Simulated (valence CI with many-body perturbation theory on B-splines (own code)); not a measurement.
## Tm XXXIX: calculated level list

Method: relativistic CI+MBPT: three valence electrons over a frozen Dirac-Fock core [Ar] 3d10, radial functions for each j: 11 s, 11 p, 9 d, 7 f, 5 g, 2 h, 1 i, with the one-electron correlation potential Σ1, the two-electron term Σ2, the three-electron term Σ3, Breit, model QED; selected CI, second order for the rest (own B-spline code, finite nucleus).

The last digits are not significant, and no measured levels were compared; by estimate large intervals hold to a few tenths of a per cent, small ones and those within an open d or f shell to about a per cent.

Levels 1 to 45 of 66, with energies above the lowest level, (4s^2 4p1/2) J=1/2. "Leading %" is the weight of the configuration and term that name the level; weights of strongly mixed levels are sums over their largest components and can fall short. In the jj column 3d3/2^4 stands for four electrons in 3d with j = 3/2. Lifetimes count E1, E2, E3, M1 and M2 decay at the calculated energies, and are blank where another channel may lead or the interval is too uncertain; long ones can be off by a factor of two.

| No. | Configuration | Term | J | E (× 10³ cm⁻¹) | Leading % | g | Lifetime | Leading jj |
| --- | --- | --- | --- | --- | --- | --- | --- | --- |
| 1 | 4s2.4p | 2P° | 1/2 | 0.00 | 99 | 0.660 |  | 4s^2 4p1/2 (99 %) |
| 2 | 4s2.4p | 2P° | 3/2 | 544.03 | 99 | 1.330 | 676 ns | 4s^2 4p3/2 (99 %) |
| 3 | 4s.4p2 | 4P | 1/2 | 679.32 | 61 | 2.244 | 47.3 ps | 4s 4p1/2^2 (96 %) |
| 4 | 4s.4p2 | 4P | 3/2 | 1131.9 | 92 | 1.666 | 332 ps | 4s 4p1/2 4p3/2 (99 %) |
| 5 | 4s.4p2 | 2D | 5/2 | 1191.5 | 55 | 1.370 | 95.4 ps | 4s 4p1/2 4p3/2 (97 %) |
| 6 | 4s.4p2 | 2D | 3/2 | 1277.6 | 66 | 0.963 | 4.54 ps | 4s 4p1/2 4p3/2 (94 %) |
| 7 | 4s.4p2 | 2P | 1/2 | 1299.7 | 71 | 1.212 | 2.24 ps | 4s 4p1/2 4p3/2 (95 %) |
| 8 | 4s.4p2 | 4P | 5/2 | 1686.0 | 49 | 1.394 | 1.10 ns | 4s 4p3/2^2 (80 %) |
| 9 | 4s2.4d | 2D | 3/2 | 1691.0 | 89 | 0.851 | 1.30 ps | 4s^2 4d3/2 (89 %) |
| 10 | 4s2.4d | 2D | 5/2 | 1840.2 | 78 | 1.225 | 2.24 ps | 4s^2 4d5/2 (78 %) |
| 11 | 4s.4p2 | 2S | 1/2 | 1844.0 | 69 | 1.869 | 3.28 ps | 4s 4p3/2^2 (98 %) |
| 12 | 4s.4p2 | 2P | 3/2 | 1875.7 | 60 | 1.171 | 1.49 ps | 4s 4p3/2^2 (92 %) |
| 13 | 4p3 | 2P° | 3/2 | 1964.3 | 44 | 1.329 | 4.49 ps | 4p1/2^2 4p3/2 (94 %) |
| 14 | 4s.4p.4d | 4F° | 3/2 | 2230.7 | 80 | 0.500 | 25.3 ps | 4s 4p1/2 4d3/2 (98 %) |
| 15 | 4s.4p.4d | 4F° | 5/2 | 2275.6 | 50 | 1.052 | 48.6 ps | 4s 4p1/2 4d3/2 (91 %) |
| 16 | 4s.4p.4d | 4D° | 1/2 | 2373.5 | 64 | 0.379 | 1.16 ps | 4s 4p1/2 4d3/2 (96 %) |
| 17 | 4s.4p.4d | 4D° | 3/2 | 2375.2 | 36 | 1.323 | 1.22 ps | 4s 4p1/2 4d3/2 (84 %) |
| 18 | 4s.4p.4d | 4P° | 5/2 | 2396.2 | 27 | 1.283 | 4.94 ps | 4s 4p1/2 4d5/2 (86 %) |
| 19 | 4p3 | 4S° | 3/2 | 2422.1 | 36 | 1.347 | 3.59 ps | 4p1/2 4p3/2^2 (54 %) |
| 20 | 4s.4p.4d | 4F° | 7/2 | 2435.0 | 53 | 1.252 | 5.90 ps | 4s 4p1/2 4d5/2 (94 %) |
| 21 | 4p3 | 2D° | 5/2 | 2447.8 | 32 | 1.257 | 3.76 ps | 4s 4p1/2 4d5/2 (65 %) |
| 22 | 4p3 | 2P° | 1/2 | 2550.8 | 94 | 0.661 | 2.43 ps | 4p1/2 4p3/2^2 (94 %) |
| 23 | 4s.4p.4d | 2F° | 5/2 | 2551.1 | 49 | 1.027 | 2.34 ps | 4p1/2 4p3/2^2 (45 %) |
| 24 | 4p3 | 2D° | 3/2 | 2577.7 | 24 | 1.138 | 1.34 ps | 4s 4p1/2 4d5/2 (46 %) |
| 25 | 4s.4p.4d | 4D° | 5/2 | 2835.0 | 51 | 1.254 | 1.41 ps | 4s 4p3/2 4d3/2 (93 %) |
| 26 | 4s.4p.4d | 4D° | 3/2 | 2836.3 | 42 | 1.346 | 1.55 ps | 4s 4p3/2 4d3/2 (97 %) |
| 27 | 4s.4p.4d | 4P° | 1/2 | 2837.0 | 87 | 2.332 | 1.68 ps | 4s 4p3/2 4d3/2 (98 %) |
| 28 | 4s.4p.4d | 4F° | 7/2 | 2850.0 | 39 | 1.281 | 1.72 ps | 4s 4p3/2 4d3/2 (75 %) |
| 29 | 4s.4p.4d | 4F° | 9/2 | 2873.8 | 100 | 1.330 | 806 ns | 4s 4p3/2 4d5/2 (100 %) |
| 30 | 4s2.4f | 2F° | 5/2 | 2919.8 | 44 | 0.900 | 2.30 ps | 4s 4p3/2 4d3/2 (51 %) |
| 31 | 4s.4p.4d | 2D° | 3/2 | 2926.5 | 57 | 1.054 | 1.71 ps | 4s 4p3/2 4d5/2 (51 %) |
| 32 | 4p3 | 2P° | 3/2 | 2952.8 | 22 | 1.193 | 1.82 ps | 4p3/2^3 (40 %) |
| 33 | 4s.4p.4d | 2D° | 5/2 | 2958.7 | 46 | 1.346 | 3.16 ps | 4s 4p3/2 4d5/2 (98 %) |
| 34 | 4s2.4f | 2F° | 7/2 | 2976.5 | 49 | 1.217 | 4.93 ps | 4s 4p3/2 4d5/2 (50 %) |
| 35 | 4s.4p.4d | 2P° | 1/2 | 3002.7 | 75 | 0.591 | 935 fs | 4s 4p3/2 4d3/2 (89 %) |
| 36 | 4s.4p.4d | 2F° | 7/2 | 3014.9 | 89 | 1.161 | 2.98 ps | 4s 4p3/2 4d5/2 (82 %) |
| 37 | 4p2.4d | 4F | 3/2 | 3037.4 | 38 | 0.762 | 8.49 ps | 4p1/2^2 4d3/2 (98 %) |
| 38 | 4s2.4f | 2F° | 5/2 | 3082.7 | 38 | 1.002 | 940 fs | 4s^2 4f5/2 (38 %) |
| 39 | 4s.4p.4d | 2P° | 1/2 | 3096.9 | 89 | 0.682 | 2.08 ps | 4s 4p3/2 4d5/2 (89 %) |
| 40 | 4s.4p.4d | 2P° | 3/2 | 3123.9 | 80 | 1.305 | 1.45 ps | 4s 4p3/2 4d5/2 (96 %) |
| 41 | 4s2.4f | 2F° | 7/2 | 3141.7 | 46 | 1.167 | 1.26 ps | 4s^2 4f7/2 (46 %) |
| 42 | 4s.4p.4d | 2F° | 5/2 | 3164.8 | 38 | 1.017 | 1.07 ps | 4s 4p3/2 4d5/2 (73 %) |
| 43 | 4p3 | 2P° | 3/2 | 3187.9 | 30 | 1.165 | 890 fs | 4p3/2^3 (56 %) |
| 44 | 4p2.4d | 2D | 5/2 | 3189.2 | 27 | 1.190 | 4.36 ps | 4p1/2^2 4d5/2 (94 %) |
| 45 | 4p2.4d | 2F | 5/2 | 3498.2 | 46 | 0.939 | 7.60 ps | 4p1/2 4p3/2 4d3/2 (86 %) |

The ionisation energy to 4s2 1S_0 of the next ion comes out as 1762.2 eV (NIST: 1761 ± 4 eV (theoretical)). All 66 levels together are meant to be complete up to 3848.3 × 10³ cm⁻¹.
